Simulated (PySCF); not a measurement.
Job file and geometry (Å, from GFN2-xTB) of an NMR shielding run on SMILES C#CC#CC[SiH2][Si@@H](P)OC, C6H11OPSi2, GIAO PBE0/pcSseg-1 NMR shielding, non-relativistic, gas phase (PySCF); density fitting, a coarse starting grid and PySCF grid level 2 are the driver's defaults:

```
$ OMP_NUM_THREADS=1 python probes_run.py task.json out

{"job": {"kind": "nmr", "xc": "PBE0", "basis": "pcSseg-1"}, "charge": 0, "multiplicity": 1}
C      3.597921     2.913134     1.084857
C      3.125594     1.965817     0.509787
C      2.567631     0.903151    -0.126442
C      2.064829    -0.030129    -0.706785
C      1.432877    -1.150354    -1.343416
Si     0.346513    -2.118723    -0.075926
Si    -1.345904    -0.779020     0.760496
P     -0.987019     1.332144     1.473696
O     -2.291093    -0.702900    -0.567790
C     -3.407881     0.110812    -0.763132
H      4.016180     3.736281     1.580883
H      0.809590    -0.789874    -2.166283
H      2.198741    -1.801667    -1.770787
H     -0.092729    -3.332990    -0.778774
H      1.253124    -2.548202     0.999003
H     -2.108781    -1.364039     1.885202
H     -0.141328     1.689028     0.439906
H      0.064626     1.010441     2.307282
H     -3.619991     0.149891    -1.832142
H     -3.218868     1.122836    -0.393224
H     -4.272955    -0.298695    -0.237030
```

Question: What does the program print?

Answer: 
```
coarse grid: 19296 points
cycle   1  E = -1229.7275363105  dE =  1.236e+00  |g| = 7.223e-01  |ddm| = 4.528e+00
cycle   2  E = -1229.5972687143  dE =  1.303e-01  |g| = 1.102e+00  |ddm| = 1.928e+00
cycle   3  E = -1229.8283585555  dE = -2.311e-01  |g| = 1.407e-01  |ddm| = 1.371e+00
cycle   4  E = -1229.8321087914  dE = -3.750e-03  |g| = 4.683e-02  |ddm| = 1.811e-01
cycle   5  E = -1229.8324032006  dE = -2.944e-04  |g| = 3.236e-02  |ddm| = 6.342e-02
cycle   6  E = -1229.8326578794  dE = -2.547e-04  |g| = 7.332e-03  |ddm| = 3.151e-02
cycle   7  E = -1229.8326722512  dE = -1.437e-05  |g| = 1.595e-03  |ddm| = 1.054e-02
cycle   8  E = -1229.8326728850  dE = -6.338e-07  |g| = 6.545e-04  |ddm| = 2.428e-03
final grid: 173328 points
cycle   9  E = -1229.9041287687  dE = -3.217e-05  |g| = 9.676e-03  |ddm| = 1.060e-01
cycle  10  E = -1229.9041108118  dE =  1.796e-05  |g| = 1.368e-02  |ddm| = 1.952e-02
cycle  11  E = -1229.9041461123  dE = -3.530e-05  |g| = 2.325e-03  |ddm| = 1.194e-02
cycle  12  E = -1229.9041474344  dE = -1.322e-06  |g| = 6.156e-04  |ddm| = 2.282e-03
cycle  13  E = -1229.9041475263  dE = -9.186e-08  |g| = 1.902e-04  |ddm| = 7.123e-04
cycle  14  E = -1229.9041475354  dE = -9.084e-09  |g| = 4.024e-05  |ddm| = 2.489e-04
cycle  15  E = -1229.9041475357  dE = -3.110e-10  |g| = 2.102e-05  |ddm| = 5.686e-05
converged SCF energy = -1229.9041475357

GIAO shielding tensors (ppm)
atom      isotropic    diamagn.    paramagn.     s11        s22        s33       span
  0 C      115.968     262.209    -146.241     37.396     41.391    269.118    231.722
  1 C      112.373     249.040    -136.667     22.611     24.682    289.826    267.214
  2 C      112.234     245.759    -133.525     34.387     44.772    257.542    223.155
  3 C      104.032     262.209    -158.177      2.478     14.044    295.573    293.095
  4 C      186.508     256.632     -70.124    173.346    177.640    208.536     35.190
  5 Si     421.095     880.768    -459.673    388.045    416.571    458.668     70.623
  6 Si     344.645     881.334    -536.689    265.136    330.548    438.250    173.114
  7 P      603.114     970.625    -367.511    528.990    590.782    689.569    160.578
  8 O      341.050     402.094     -61.044    273.798    365.133    384.219    110.421
  9 C      132.352     242.224    -109.872    104.398    109.313    183.345     78.947
 10 H       30.546      34.223      -3.677     24.776     25.182     41.679     16.903
 11 H       29.607      32.022      -2.414     26.024     27.216     35.582      9.557
 12 H       29.589      26.890       2.699     23.536     27.645     37.588     14.052
 13 H       27.636      29.268      -1.632     24.025     25.231     33.653      9.628
 14 H       27.899      29.687      -1.788     24.718     26.107     32.873      8.155
 15 H       25.796      29.788      -3.992     22.967     23.998     30.425      7.458
 16 H       29.871      34.870      -4.999     25.350     26.151     38.112     12.762
 17 H       30.719      33.399      -2.680     26.244     28.012     37.901     11.657
 18 H       27.866      28.109      -0.243     23.418     25.442     34.739     11.321
 19 H       27.886      29.605      -1.719     22.375     27.949     33.333     10.959
 20 H       28.143      26.692       1.451     24.038     25.213     35.178     11.140
```

Question: Turn these shieldings into chemical shifts. Referencing at the same level of theory: 13C (σref 186.93) and 29Si (σref 349.16) and 1H (σref 31.72) vs TMS; 31P (σref 318.38) vs H3PO4; 17O (σref 336.08) vs H2O.

Answer: Averaging equivalent atoms: C 3: 82.9; C 2: 74.7; C 1: 74.6; C 0: 71.0; C 9: 54.6; C 4: 0.4; Si 6: 4.5; Si 5: -71.9; P 7: -284.7; O 8: -5.0; H 15: 5.92; H 13: 4.08; H 14: 3.82; H 18/19/20: 3.75; H 12: 2.13; H 11: 2.11; H 16/17: 1.42; H 10: 1.17 ppm. Experimental scales use liquid or dissolved standards, which lie at an offset from isolated H2O (liquid H2O: subtract about 36 ppm) and H3PO4.

Size and cost of the density-fitted run: 246 basis functions, 110 s wall time on 1 thread of an Arm Neoverse N1, shared host; peak memory 1.1 GiB.
